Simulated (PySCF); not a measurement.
Atoms are numbered as in `[O:1]=[CH:2][SiH2:3][CH:4]([F:5])[F:6]`; H(Xn) means a hydrogen on atom n.

Geometry: PBE0-D3(BJ)/def2-SVP; GIAO shifts from PySCF, gas phase, non-relativistic, averaged over equivalent atoms.

At BLYP/pcSseg-2 (279 basis functions, 58 s wall time on 1 thread of an Arm Neoverse V1, shared host):
```tsv
atoms	δ (ppm)
O1	915.6
C2	245.7
C4	134.8
Si3	-76.1
F5/F6	-151.4
H(C2)	12.68
H(C4)	6.74
H(Si3)	4.12
```

Scale: 17O (σ = 325.17 ppm) against H2O; 13C (σ = 175.01 ppm), 29Si (σ = 309.66 ppm), 1H (σ = 31.38 ppm) vs TMS; 19F (σ = 143.13 ppm) vs CFCl3 (reference shieldings calculated alike).

Question: Predict the values at CAM-B3LYP/pcSseg-2 on the same geometry.

Answer: 
| atoms | δ at CAM-B3LYP/pcSseg-2 | change |
| --- | --- | --- |
| O1 | 949.3 | +33.7 |
| C2 | 250.3 | +4.6 |
| C4 | 129.5 | -5.3 |
| Si3 | -66.8 | +9.3 |
| F5/F6 | -136.8 | +14.6 |
| H(C2) | 12.23 | -0.45 |
| H(C4) | 6.33 | -0.41 |
| H(Si3) | 4.09 | -0.03 |

Scale: H2O for 17O (σ = 329.76 ppm); 13C (σ = 182.55 ppm) and 29Si (σ = 328.96 ppm) and 1H (σ = 31.34 ppm) vs TMS; CFCl3 for 19F (σ = 186.01 ppm) (reference shieldings calculated alike).

The largest change is at O1 (carbonyl oxygen). Cost: 279 basis functions, 76 s wall time on 1 thread of an Arm Neoverse V1, shared host.

Unscaled 19F shifts against computed CFCl3 carry errors that often reach 10 to 50 ppm. Unscaled 17O shifts of doubly bonded oxygen tend to come out too high, by tens of ppm or more. Experimental scales use liquid or dissolved standards, which lie at an offset from isolated H2O (liquid H2O: subtract about 36 ppm).
